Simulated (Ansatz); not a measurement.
Born–Oppenheimer molecular dynamics of CH6FNOSi (11 atoms, charge 0, multiplicity 1). It starts at the highest image of a converged band. Of that band: Neighbouring images differ by up to 3.4 eV, so the band resolves the path poorly. A vibrational analysis at the climbing image gives one clearly imaginary mode, 1558i cm⁻¹: a first-order saddle point.

Theory: RKS B3LYP-D4/def2-mTZVP (Ansatz 0.2.0).

```
ensemble                      : NVE (velocity Verlet)
time step                     : 0.5 fs
steps asked                   : 200
starting velocities drawn for : 100 K
seed                          : 6164
```

First frame:

```xyz
11
Properties=species:S:1:pos:R:3
N 0.236 -1.345 1.427
C 0.089 -0.725 0.174
F -1.074 -1.134 -0.519
O -0.046 0.655 0.358
Si 0.212 1.897 -1.133
H -0.530 -1.093 2.046
H 0.284 -2.355 1.337
H 0.920 -0.977 -0.489
H 0.017 1.010 -2.320
H -1.050 2.693 -1.076
H 1.008 1.316 0.216
```

(1) How far do the bonds stretch over the last three quarters of this one trajectory? (Pairs bonded in most of those frames.)

Results:

(1) 
```
   bond  mean (Å)  spread (Å)  shortest  longest
  N1–C2     1.417       0.027      1.37     1.46
  N1–H6     1.015       0.007      1.00     1.03
  N1–H7     1.011       0.009      1.00     1.03
  C2–F3     1.393       0.052      1.32     1.48
  C2–O4     1.428       0.044      1.36     1.49
  C2–H8     1.090       0.018      1.06     1.12
 O4–H11     0.979       0.037      0.92     1.03
 Si5–H9     1.531       0.016      1.51     1.57
Si5–H10     1.538       0.038      1.47     1.60
```

Mean temperature of the second half: 415 K. The conserved energy stayed within 0.13 meV per atom of its start (net change -0.026 meV per atom), so the integration is sound. The system heated up, since it started high on the potential surface and ran downhill. A run of 0.1 ps of so small a system gives no equilibrium averages. The orbitals stay closed-shell, which can raise the energy where a bond breaks towards radicals; this wasn't checked here.

The run took 4.6 min on 2 threads of AMD EPYC 9B45 (Zen 5), with other jobs on the host, peak memory 0.29 GiB.
